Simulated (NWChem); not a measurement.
Program: NWChem. System: ClIn, charge 0, spin multiplicity 1, at a geometry optimised with PBE/def2-SVP with def2 effective core potentials on In. The structure started from a generated list of species. Level: CR-CCSD(T)/def2-SVP with def2 effective core potentials on In, 9 core orbitals frozen.

Job file:

```
start mol
memory heap 100 mb stack 700 mb global 1900 mb
geometry units angstroms nocenter noautoz
  In     0.000000     0.000000    -0.630693
  Cl     0.000000     0.000000     1.817881
  symmetry group C2v
end
basis spherical
  * library def2-svp
end
ecp
  In library def2-ecp
end
scf
  rhf
  nopen 0
  maxiter 100
  thresh 1e-7
  semidirect memsize 60000000 filesize 0
end
tce
  freeze core 9
  cr-ccsd(t)
  2eorb
  2emet 13
  thresh 1e-6
  maxiter 100
  tilesize 24
end
task tce energy
```

Output (cleaned and shortened):

```
             Northwest Computational Chemistry Package (NWChem) 7.3.0
             --------------------------------------------------------

                                NWChem Input Module
                                -------------------

 Scaling coordinates for geometry "geometry" by  1.889725989
 (inverse scale =  0.529177249)

 Turning off AUTOSYM since
 SYMMETRY directive was detected!

                             Geometry "geometry" -> ""
                             -------------------------

 Output coordinates in angstroms (scale by  1.889725989 to convert to a.u.)

  No.       Tag          Charge          X              Y              Z
 ---- ---------------- ---------- -------------- -------------- --------------
    1 In                  49.0000     0.00000000     0.00000000    -0.63069300
    2 Cl                  17.0000     0.00000000     0.00000000     1.81788100

 Effective nuclear repulsion energy (a.u.)     180.0250465850

            Nuclear Dipole moment (a.u.)
            ----------------------------
        X                 Y               Z
 ---------------- ---------------- ----------------
     0.0000000000     0.0000000000     0.0000377945

      Symmetry information
      --------------------

 Group name             C2v
 Group number             16
 Group order               4
 No. of unique centers     2

      Symmetry unique atoms

     1    2


 Summary of "ao basis" -> "" (spherical)
 ------------------------------------------------------------------------------
       Tag                 Description            Shells   Functions and Types
 ---------------- ------------------------------  ------  ---------------------
 *                          def2-svp                  on all atoms

 Summary of "ao basis" -> "ao basis" (spherical)
 ------------------------------------------------------------------------------
       Tag                 Description            Shells   Functions and Types
 ---------------- ------------------------------  ------  ---------------------
 In                         def2-svp                10       26   4s4p2d
[...]
           Alpha electrons :    19
            Beta electrons :    19
           No. of orbitals :    88
            Alpha orbitals :    44
             Beta orbitals :    44
        Alpha frozen cores :     9
         Beta frozen cores :     9
     Alpha frozen virtuals :     0
      Beta frozen virtuals :     0
         Spin multiplicity : singlet
    Number of AO functions :    44
       Number of AO shells :    18
        Use of symmetry is : on
      Symmetry adaption is : on
         Schwarz screening : 0.10D-09

          Correlation Information
          -----------------------
          Calculation type : Coupled-cluster singles & doubles w/ perturbation
   Perturbative correction : Completely renormalized (T)
            Max iterations :      100
        Residual threshold : 0.10D-05
     T(0) DIIS level shift : 0.00D+00
     L(0) DIIS level shift : 0.00D+00
     T(1) DIIS level shift : 0.00D+00
     L(1) DIIS level shift : 0.00D+00
     T(R) DIIS level shift : 0.00D+00
     T(I) DIIS level shift : 0.00D+00
   CC-T/L Amplitude update :  5-th order DIIS
                I/O scheme : Global Array Library
        L-threshold :  0.10D-05
        EOM-threshold :  0.10D-05
 no EOMCCSD initial starts read in
 TCE RESTART OPTIONS
 SLICE:      F
 D4D5:       F
 quantumc:   F
 qrotation:  F
 pwtce:      F
 qducc:      F
 nacto:                         0
 nrotv:                         0
 nrot:                          0

            Memory Information
            ------------------
          Available GA space size is     249034864 doubles
          Available MA space size is     104848468 doubles

 Maximum block size supplied by input
 Maximum block size        24 doubles

 tile_dim =     11

 -------------------------------------------------

 Global array virtual files algorithm will be used

 Parallel file system coherency ......... OK

 4-electron integrals stored in orbital form

 v2    file size   =            95865
 4-index algorithm nr.  13 is used
 imaxsize =       30
 imaxsize ichop =        0


CCSD iterations
 ---------------------------------------------------------
 Iter          Residuum       Correlation     Cpu    Wall
 ---------------------------------------------------------
    1   0.0922576694593  -0.1930937133184     0.1     0.1
    2   0.0286282999451  -0.2099029959540     0.1     0.1
    3   0.0109501336500  -0.2139980323203     0.1     0.1
    4   0.0047155844528  -0.2153143816973     0.1     0.1
    5   0.0020931669896  -0.2158511427543     0.1     0.1
    6   0.0003724965772  -0.2162243658186     0.1     0.1
    7   0.0001927301697  -0.2162232685382     0.1     0.1
    8   0.0000843512414  -0.2162301772411     0.1     0.1
    9   0.0000585994430  -0.2162309871201     0.1     0.1
   10   0.0000304893174  -0.2162328092048     0.1     0.1
   11   0.0000077672136  -0.2162344874330     0.1     0.1
   12   0.0000035293432  -0.2162344461819     0.1     0.1
   13   0.0000018624356  -0.2162344933224     0.1     0.1
   14   0.0000011083294  -0.2162344617204     0.1     0.1
   15   0.0000006337944  -0.2162344557529     0.1     0.1
 -----------------------------------------------------------------
 Iterations converged
 CCSD correlation energy / hartree =        -0.216234455752868
 CCSD total energy / hartree       =      -648.864094805337572

 Singles contributions

 Doubles contributions
 CR-CCSD(T)

 CR-CCSD[T]  correction energy / hartree =        -0.005061292604076
 CR-CCSD[T] correlation energy / hartree =        -0.221295748356945
 CR-CCSD[T] total energy / hartree       =      -648.869156097941641
 CR-CCSD(T)  correction energy / hartree =        -0.004808008792972
 CR-CCSD(T) correlation energy / hartree =        -0.221042464545840
 CR-CCSD(T) total energy / hartree       =      -648.868902814130593

 Task  times  cpu:        3.1s     wall:        3.1s

 Total times  cpu:        3.1s     wall:        3.1s
```
